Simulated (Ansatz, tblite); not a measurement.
Spin states of the cluster Cs₂Cl₂⁻, each relaxed with PBE-D4/def2-TZVPD in Ansatz. Electronic energies in the gas phase.

In the def2 sets Cs takes a core potential; there is no spin–orbit coupling. The xTB rows come from tblite. Correlated methods freeze 10 core orbitals; core or outer-core shells of Cs are correlated, in sets that lack core-valence functions. In CCSD on the charge -1 doublet the largest single amplitude is 0.67, so its Hartree–Fock determinant may place the open shell otherwise than the density functionals do. HOMO above LUMO, or a gap near zero within one spin, warns that the state may not be the lowest or that an electron is smeared out. In the quartet, Cl3 and Cl4 lie 2.66 Å apart (atoms count from 1), so these atoms are partly bonded to each other. The structure comes from a short search, and lower isomers may exist.

Doublet geometry (D2h within 0.1 Å):

```xyz
4

Cs   -1.855    1.354    0.122
Cs    1.855   -1.354   -0.122
Cl   -1.292   -1.810    0.436
Cl    1.292    1.809   -0.437
```

Quartet geometry (D2h within 0.1 Å):

```csv
atom,x (Å),y (Å),z (Å)
Cs1,1.745,-2.622,-0.496
Cs2,-1.743,2.623,0.495
Cl3,-0.323,0.029,-1.292
Cl4,0.322,-0.030,1.293
```

⟨S²⟩: doublet 0.75 at PBE0-D4/def2-TZVPD (pure 0.75), quartet 3.76 at PBE0-D4/def2-TZVPD (pure 3.75).

Run but left out: HF/def2-TZVPD, MP2/def2-TZVPD (doublet: a determinant that CCSD turns far, T1 0.090).

Only these spin states were relaxed. The quartet has other bonds than the doublet, so the gap mixes isomer and spin.

```json
{"level": "GFN1-xTB", "quartet − doublet (kcal/mol)": "126.8", "lowest of these": "doublet", "remarks": "–"}
{"level": "GFN2-xTB", "quartet − doublet (kcal/mol)": "127.3", "lowest of these": "doublet", "remarks": "–"}
{"level": "PBE-D4/def2-TZVPD", "quartet − doublet (kcal/mol)": "80.4", "lowest of these": "doublet", "remarks": "HOMO above zero (doublet), HOMO above zero (quartet), gap within one spin near zero (doublet)"}
{"level": "revPBE-D4/def2-TZVPD", "quartet − doublet (kcal/mol)": "78.8", "lowest of these": "doublet", "remarks": "HOMO above zero (doublet), HOMO above zero (quartet), gap within one spin near zero (doublet)"}
{"level": "r2SCAN-D4/def2-TZVPD", "quartet − doublet (kcal/mol)": "84.7", "lowest of these": "doublet", "remarks": "HOMO above zero (doublet), HOMO above zero (quartet), gap within one spin near zero (doublet)"}
{"level": "B97M-V/def2-TZVPD", "quartet − doublet (kcal/mol)": "87.5", "lowest of these": "doublet", "remarks": "HOMO above zero (doublet), HOMO above zero (quartet), gap within one spin near zero (doublet)"}
{"level": "PBE0-D4/def2-TZVPD", "quartet − doublet (kcal/mol)": "83.6", "lowest of these": "doublet", "remarks": "HOMO above zero (doublet)"}
{"level": "BHLYP-D4/def2-TZVPD", "quartet − doublet (kcal/mol)": "86.2", "lowest of these": "doublet", "remarks": "HOMO above zero (doublet)"}
{"level": "ωB97X-V/def2-TZVPD", "quartet − doublet (kcal/mol)": "88.1", "lowest of these": "doublet", "remarks": "HOMO above zero (doublet)"}
{"level": "RPA@PBE/def2-TZVPD", "quartet − doublet (kcal/mol)": "79.2", "lowest of these": "doublet", "remarks": "–"}
{"level": "CCSD/def2-TZVPD", "quartet − doublet (kcal/mol)": "84.9", "lowest of these": "doublet", "remarks": "HOMO above zero (doublet), large T1 (0.090) (doublet)"}
{"level": "CCSD(T)/def2-TZVPD", "quartet − doublet (kcal/mol)": "84.4", "lowest of these": "doublet", "remarks": "HOMO above zero (doublet), large T1 (0.090) (doublet)"}
```

Change of the quartet − doublet gap on mixing in exact exchange, in kcal/mol: PBE to PBE0 (25 % exact exchange) 3.3.

The xTB methods have no term that favours high spin, so they put low spin too low.
